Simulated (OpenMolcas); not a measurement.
**Os4+: moving or changing the point charges**

Os4+ among 5 point charges of -2 e arranged as a trigonal bipyramid (D3h), 2.09 Å from the ion, with the axial distance 2.466 Å.
```
   2.0900    0.0000    0.0000  -2.00
  -1.0450    1.8100    0.0000  -2.00
  -1.0450   -1.8100    0.0000  -2.00
   0.0000    0.0000    2.4662  -2.00
   0.0000    0.0000   -2.4662  -2.00
```

```yaml
Program: OpenMolcas 26.06
Method: CASSCF
Basis: ANO-RCC-VDZP [7s6p4d2f1g]
Scalar_Hamiltonian: DKH2, point nucleus
Active_space: 4 electrons in 5 orbitals (5d)
State_averaging: 2S+1 = 5 even, 5 roots; 2S+1 = 3 even, 45 roots; 2S+1 = 1 even, 50 roots
Spin-orbit_coupling: RASSI with atomic mean-field integrals over the reference wave functions
```

Runs around this geometry, states (labels of D3, the rotations of D3h). Energies in cm-1 above the lowest state or level, χT in cm3 K/mol.

```json
{"R (Å)": "2.09", "q (e)": "-1", "Axial / equatorial distance": "1.18", "Ground state": "5A1", "First state of that spin": "5E 34.0", "First gap with spin-orbit (degeneracies)": "4091 (1, 1)", "χT at 300 K": "0.057", "First state of another spin": "3A2 16526"}
{"R (Å)": "1.89", "q (e)": "-2", "Axial / equatorial distance": "1.18", "Ground state": "5A1", "First state of that spin": "5E 1857", "First gap with spin-orbit (degeneracies)": "4003 (1, 1)", "χT at 300 K": "0.071", "First state of another spin": "3A2 13459"}
{"R (Å)": "2.09", "q (e)": "-2", "Axial / equatorial distance": "1.18", "Ground state": "5A1", "First state of that spin": "5E 398.7", "First gap with spin-orbit (degeneracies)": "3849 (1, 1)", "χT at 300 K": "0.063", "First state of another spin": "3A2 14942"}
{"R (Å)": "2.26", "q (e)": "-2", "Axial / equatorial distance": "1.18", "Ground state": "5E", "First state of that spin": "5A1 155.4", "First gap with spin-orbit (degeneracies)": "3887 (1, 1)", "χT at 300 K": "0.060", "First state of another spin": "3A2 15928"}
{"R (Å)": "2.09", "q (e)": "-2", "Axial / equatorial distance": "1.27", "Ground state": "5E", "First state of that spin": "5A1 2743", "First gap with spin-orbit (degeneracies)": "3029 (1, 1)", "χT at 300 K": "0.074", "First state of another spin": "3A2 16200"}
```

The ground state changes within this set.

Without dynamic correlation the repulsion within the d shell is too large (B by tens of per cent), so at a given field states of lower spin stand too high. Point charges give a weaker field than real ligands, and real ions of this kind are as a rule low spin; the high spin found here belongs to the model. Spin-orbit coupling mixes the spin-free states strongly: the lowest level takes only 32 % from its leading state, 5E, which lies 34 cm-1 above the lowest spin-free state (figures for R = 2.09, q = -1, ratio = 1.18; the like holds for R = 1.89, q = -2, ratio = 1.18, R = 2.09, q = -2, ratio = 1.18, R = 2.26, q = -2, ratio = 1.18, R = 2.09, q = -2, ratio = 1.27). The ground term spreads over less than 5000 cm-1, several times less than with real ligands, so orbital moments are less quenched and χT lies further from the spin-only value than at real sites (holds for R = 2.09, q = -1, ratio = 1.18; R = 2.09, q = -2, ratio = 1.18; R = 2.26, q = -2, ratio = 1.18). This shell can be high or low spin here, a state of another spin lies low, and with metal d orbitals alone active their balance is uncertain, so the ground spin may be wrong (holds for R = 1.89, q = -2, ratio = 1.18; R = 2.09, q = -2, ratio = 1.18). Point charges carry no covalency, so the field is a model and not that of real ligands. No measured value stands beside these numbers.
